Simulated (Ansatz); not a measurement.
Reaction (substitution at a C–C bond): `CC[SiH2]CC` + `[NH2][Al]([OH])[SH]` → `C[O][Al]([NH2])[SH]` + `CC[SiH2]C`

Program: Ansatz. Geometries: PBE0-D4/def2-TZVP. ΔE: electronic, gas phase. CCSD(T)/CBS is the MP2 limit (def2-TZVPP, def2-QZVPP) plus CCSD(T) − MP2 in def2-TZVPP, frozen cores. Functionals use def2-TZVPP. Each species was taken in one conformer, which may not be the lowest.

```csv
level,ΔE (kcal/mol)
LDA (SPW92),11.1
ωB97X-V,10.4
MP2/def2-SVP,10.7
CCSD/def2-TZVPP,11.2
```

Task: What does CCSD(T)/CBS give? (Best estimate.)

Result: Computed: +12.1 kcal/mol. The listed levels differ from it by -1.0, -1.7, -1.4, -0.9 kcal/mol.

Largest T1 diagnostic among the species: 0.011.

Leaving LDA and LC-ωPBE aside and taking each functional with its dispersion term where it has one, the values, not all of them listed here, spread over 2.3 kcal/mol, from BLYP-D4 to PBE-QIDH. LDA lies +1.0 kcal/mol from PBE without D4. From BLYP to BHLYP (50 % exact exchange), in def2-TZVPP and without D4, ΔE moves by +0.8 kcal/mol.

CCSD(T)/CBS has its own doubt, a few kJ/mol and more with outer-core shells, so smaller differences from it don't rank the levels.
